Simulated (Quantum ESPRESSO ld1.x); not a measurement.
The numbers below are computed, except where a source is named.
All-electron atom: Ar9+ in [He] 2s2 2p5. Code: ld1.x of Quantum ESPRESSO 7.5. Model: scalar-relativistic Kohn-Sham, PBE, spin-unpolarised, spherical densities, point nucleus.

Normalised radial functions P(r) = r R(r), r in bohr:

| r | 1s | 2s | 3s |
|---|---|---|---|
| 0.003119 | 0.4515 | 0.1326 | 0.0601 |
| 0.004399 | 0.6205 | 0.1821 | 0.0825 |
| 0.006156 | 0.8388 | 0.2460 | 0.1114 |
| 0.008614 | 1.1198 | 0.3279 | 0.1485 |
| 0.01215 | 1.4778 | 0.4313 | 0.1953 |
| 0.017 | 1.8898 | 0.5482 | 0.2480 |
| 0.02398 | 2.3453 | 0.6715 | 0.3033 |
| 0.03356 | 2.7577 | 0.7684 | 0.3459 |
| 0.04734 | 3.0354 | 0.7938 | 0.3546 |
| 0.06625 | 3.0315 | 0.6776 | 0.2963 |
| 0.0927 | 2.6580 | 0.3517 | 0.1394 |
| 0.1308 | 1.9272 | -0.2227 | -0.1309 |
| 0.183 | 1.0943 | -0.9203 | -0.4402 |
| 0.2581 | 0.4291 | -1.5070 | -0.6339 |
| 0.3612 | 0.1062 | -1.6438 | -0.4836 |
| 0.5095 | 0.0128 | -1.2464 | 0.1023 |
| 0.7129 | 0.0006 | -0.6286 | 0.8160 |
| 0.9976 | 0.0000 | -0.1871 | 1.1187 |
| 1.407 | 0.0000 | -0.0255 | 0.7668 |
| 1.969 | 0.0000 | -0.0013 | 0.2631 |
| 2.778 | 0.0000 | 0.0000 | 0.0357 |

1s: eigenvalue -3373.3 eV, 0 radial nodes, <r> = 0.0856 bohr, 90 % of the charge inside 0.153 bohr. 2s: eigenvalue -517.20 eV, 1 radial node at r = 0.116 bohr, <r> = 0.400 bohr, 90 % of the charge inside 0.620 bohr. 3s (empty): eigenvalue -179.99 eV, 2 radial nodes at r = 0.112, 0.485 bohr, <r> = 1.05 bohr, 90 % of the charge inside 1.53 bohr.
